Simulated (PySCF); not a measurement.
Job file and geometry (Å, from GFN2-xTB) of an NMR shielding run on SMILES C1=C[C@@H]2[C@H](CF)C[C@H]12, C7H9F, GIAO PBE0/pcSseg-1 NMR shielding, non-relativistic, gas phase (PySCF); density fitting, a coarse starting grid and PySCF grid level 2 are the driver's defaults:

```
$ OMP_NUM_THREADS=1 python probes_run.py task.json out

{"job": {"kind": "nmr", "xc": "PBE0", "basis": "pcSseg-1"}, "charge": 0, "multiplicity": 1}
F     -2.043718     1.371639    -1.483474
C     -0.893720     1.376116    -0.727731
C     -0.200902     0.028863    -0.809050
C     -0.800355    -1.124035     0.014763
C      0.530987    -1.275869     0.785499
C      0.626632    -0.375388     1.982970
C      1.128993     0.648216     1.294365
C      1.125691    -0.086931    -0.015872
H     -0.257172     2.171614    -1.131290
H     -1.191805     1.618266     0.297053
H     -0.071772    -0.235425    -1.859805
H     -1.063485    -1.995154    -0.579282
H     -1.649028    -0.849711     0.637791
H      0.979519    -2.262822     0.823531
H      0.324473    -0.518497     3.004504
H      1.404043     1.657968     1.540771
H      2.044621    -0.136820    -0.591378
```

Task: What does the program print?

Result: 
```
coarse grid: 14272 points
cycle   1  E = -371.3306062137  dE =  1.280e+00  |g| = 5.237e-01  |ddm| = 3.714e+00
cycle   2  E = -371.3074292075  dE =  2.318e-02  |g| = 6.744e-01  |ddm| = 9.484e-01
cycle   3  E = -371.3860426017  dE = -7.861e-02  |g| = 5.618e-02  |ddm| = 5.245e-01
cycle   4  E = -371.3864407063  dE = -3.981e-04  |g| = 3.198e-02  |ddm| = 6.369e-02
cycle   5  E = -371.3866584788  dE = -2.178e-04  |g| = 9.535e-03  |ddm| = 3.546e-02
cycle   6  E = -371.3866769119  dE = -1.843e-05  |g| = 3.912e-03  |ddm| = 1.064e-02
cycle   7  E = -371.3866805358  dE = -3.624e-06  |g| = 5.634e-04  |ddm| = 3.466e-03
final grid: 138408 points
cycle   8  E = -371.4451244709  dE = -5.470e-05  |g| = 9.514e-03  |ddm| = 5.230e-02
cycle   9  E = -371.4451108633  dE =  1.361e-05  |g| = 1.261e-02  |ddm| = 2.072e-02
cycle  10  E = -371.4451466500  dE = -3.579e-05  |g| = 1.086e-03  |ddm| = 1.152e-02
cycle  11  E = -371.4451468542  dE = -2.043e-07  |g| = 2.719e-04  |ddm| = 1.106e-03
cycle  12  E = -371.4451468658  dE = -1.153e-08  |g| = 6.197e-05  |ddm| = 2.428e-04
cycle  13  E = -371.4451468665  dE = -7.135e-10  |g| = 2.043e-05  |ddm| = 7.778e-05
converged SCF energy = -371.4451468665

GIAO shielding tensors (ppm)
atom      isotropic    diamagn.    paramagn.     s11        s22        s33       span
  0 F      426.888     469.698     -42.810    398.545    421.002    461.116     62.571
  1 C       95.453     240.545    -145.092     59.591     80.319    146.451     86.860
  2 C      152.427     246.283     -93.856    134.147    152.281    170.853     36.707
  3 C      158.776     246.010     -87.235    141.102    160.796    174.428     33.326
  4 C      145.236     251.880    -106.644    129.033    146.035    160.639     31.606
  5 C       33.774     253.642    -219.868    -71.006     22.510    149.818    220.824
  6 C       40.145     252.581    -212.436    -65.332     32.755    153.011    218.343
  7 C      142.312     246.771    -104.459    123.209    138.943    164.785     41.576
  8 H       26.871      28.419      -1.548     22.454     28.790     29.370      6.916
  9 H       27.109      28.166      -1.057     22.121     28.018     31.190      9.069
 10 H       29.078      31.001      -1.923     26.055     27.730     33.449      7.394
 11 H       29.236      30.002      -0.766     25.949     27.184     34.573      8.624
 12 H       30.010      29.185       0.825     26.831     27.762     35.438      8.608
 13 H       28.551      31.574      -3.023     25.235     27.032     33.387      8.151
 14 H       25.039      31.426      -6.386     24.057     24.840     26.221      2.165
 15 H       25.288      31.540      -6.252     23.864     25.510     26.491      2.627
 16 H       28.414      31.356      -2.942     25.198     26.921     33.122      7.924
```

Size and cost of the density-fitted run: 181 basis functions, 48 s wall time on 1 thread of an Arm Neoverse N1, shared host; peak memory 0.83 GiB.
